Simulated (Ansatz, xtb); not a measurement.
Breaking a bond: SeH, doublet.

GFN1-xTB (xtb); UCCSD = CCSD on UHF/cc-pVDZ, cores with 3d frozen in Ansatz (an electronic-structure program); ROHF/cc-pVDZ (Ansatz).

Energies are in kJ/mol, each relative to the lowest point of its own curve near equilibrium.

```tsv
R / Å	GFN1-xTB	UCCSD	ROHF
1.17	145.1	170.3	162.6
1.24	67.4	89.1	82.8
1.32	21.0	33.8	29.4
1.37	6.8	14.4	11.3
1.42	0.5	3.7	2.1
1.47	0.0	0.0	0.0
1.51	2.9	1.0	2.5
1.54	6.7	3.7	6.3
1.63	24.5	19.3	25.7
1.70	43.6	36.9	46.8
1.81	80.4	69.8	86.3
1.96	137.5	119.0	146.2
2.23	236.8	200.0	255.2
2.46	309.7	247.6	—
2.63	355.2	268.5	—
2.91	414.1	284.6	—
3.23	459.8	290.6	—
3.63	—	292.7	—
3.97	—	293.3	—
4.44	—	293.6	—
5.26	—	293.7	—
```

Dashes: no converged value, or the column stops at the first point that the program doubted or that broke a chosen test of continuity, which isn't proof of a fault.

The scan ran from 1.17 to 5.97 Å; beyond the distances shown full CI changes its symmetry label. The unrestricted determinant behind UCCSD is spin-contaminated at 1.96 to 5.26 Å (<S²> up to 1.8, against 0.75 for a pure doublet).
